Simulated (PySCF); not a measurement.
Point-charge models of `C=C/C=C/[SiH2]N([SiH3])[SiH2]Cl` against its computed dipole.

Coordinates (GFN2-xTB, Å) and charges (e) from the PBE0/pcSseg-1 density (PySCF):

| atom | x | y | z | Mulliken | IAO | Hirshfeld | ESP-fitted |
| --- | --- | --- | --- | --- | --- | --- | --- |
| C1 | 3.555 | -0.117 | 0.952 | -0.1378 | -0.2995 | -0.0856 | -0.4287 |
| C2 | 2.933 | 0.273 | -0.157 | -0.1726 | -0.1355 | -0.0432 | -0.1044 |
| C3 | 1.499 | 0.226 | -0.317 | -0.1182 | -0.1038 | -0.0351 | -0.0185 |
| C4 | 0.842 | 0.661 | -1.399 | -0.4222 | -0.4616 | -0.1496 | -0.4443 |
| Si5 | -1.022 | 0.626 | -1.599 | +0.8259 | +0.8820 | +0.3639 | +0.5738 |
| N6 | -1.762 | -0.090 | -0.178 | -1.0866 | -1.0369 | -0.3433 | -0.4757 |
| Si7 | -1.855 | -1.831 | -0.059 | +0.6198 | +0.7363 | +0.3470 | +0.4844 |
| Si8 | -2.271 | 0.887 | 1.156 | +0.7789 | +0.9031 | +0.3654 | +0.3399 |
| Cl9 | -0.854 | 0.907 | 2.578 | -0.3162 | -0.3241 | -0.1111 | -0.1871 |
| H10 | 3.005 | -0.492 | 1.799 | +0.1189 | +0.1514 | +0.0486 | +0.1944 |
| H11 | 4.626 | -0.068 | 1.057 | +0.1208 | +0.1568 | +0.0508 | +0.1872 |
| H12 | 3.499 | 0.655 | -0.997 | +0.1001 | +0.1461 | +0.0487 | +0.1489 |
| H13 | 0.943 | -0.186 | 0.515 | +0.1379 | +0.1397 | +0.0304 | +0.1526 |
| H14 | 1.425 | 1.072 | -2.215 | +0.1119 | +0.1475 | +0.0401 | +0.1824 |
| H15 | -1.427 | -0.193 | -2.746 | -0.0844 | -0.1351 | -0.0785 | -0.1195 |
| H16 | -1.564 | 1.982 | -1.730 | -0.0856 | -0.1301 | -0.0771 | -0.1118 |
| H17 | -3.159 | -2.247 | -0.585 | -0.0799 | -0.1339 | -0.0798 | -0.1077 |
| H18 | -1.729 | -2.211 | 1.348 | -0.0816 | -0.1225 | -0.0753 | -0.0967 |
| H19 | -0.757 | -2.396 | -0.840 | -0.0777 | -0.1190 | -0.0714 | -0.0970 |
| H20 | -2.461 | 2.255 | 0.699 | -0.0771 | -0.1258 | -0.0706 | -0.0307 |
| H21 | -3.474 | 0.305 | 1.738 | -0.0743 | -0.1351 | -0.0743 | -0.0416 |

Problem. Form Σ q r in debye for every column and set it beside the full dipole.

Solution. The full density gives (0.16, -0.32, -0.94) D, 1.01 D in size; dipole vectors point from the negative to the positive end.

| scheme | μx | μy | μz | size (D) | share of the full size (%) | angle to the full dipole (°) |
| --- | --- | --- | --- | --- | --- | --- |
| Mulliken | -1.91 | -0.79 | -1.40 | 2.49 | 248 | 60 |
| IAO | -1.38 | -0.40 | -1.55 | 2.11 | 210 | 50 |
| Hirshfeld | -0.08 | -0.11 | -0.31 | 0.34 | 34 | 23 |
| ESP-fitted | 0.14 | -0.31 | -0.96 | 1.02 | 102 | 1 |

Problem. Which set comes closest?

Solution. Length of the difference vector: ESP-fitted 0.02 D, Hirshfeld 0.70 D, IAO 1.65 D, Mulliken 2.16 D. Closest: ESP-fitted. The schemes that divide the density aren't constrained to reproduce the dipole.

Problem. What is left for the Hirshfeld atoms' own dipoles?

Solution. The Hirshfeld atoms' densities add up to the full density, so μ = Σ q r + Σ (atomic dipoles). The atomic dipoles sum to (0.16, -0.32, -0.94) − (-0.08, -0.11, -0.31) = (0.24, -0.21, -0.63) D, 0.70 D in size.

Problem. With the origin at the mean of the coordinates, (0.000, 0.001, -0.047) Å, which are the largest single terms, by size, of the Mulliken dipole along the direction of the full one?

Solution. Si8 -6.56, Si5 +4.37, Cl9 +4.37, C4 -2.41, H14 +1.03 D; all 21 atoms together +1.26 D. The single terms depend on the origin, their sum doesn't.

Problem. Give the size of the full dipole in other units.

Solution. 1.01 D = 0.396 au = 0.209 e·Å = 3.35 × 10⁻³⁰ C·m.

Isolated species at its GFN2-xTB geometry (one conformer only). GFN2-xTB frequencies show an imaginary mode (37i cm⁻¹), so this geometry is no minimum at that level.

Conformer computed: `[CH2:1]=[CH:2]/[CH:3]=[CH:4]/[SiH2:5][N:6]([SiH3:7])[SiH2:8][Cl:9]`: C1–C2–C3–C4 177°, C3–C4–Si5–N6 -1°, C4–Si5–N6–Si7 -83°, Si5–N6–Si8–Cl9 -97°.
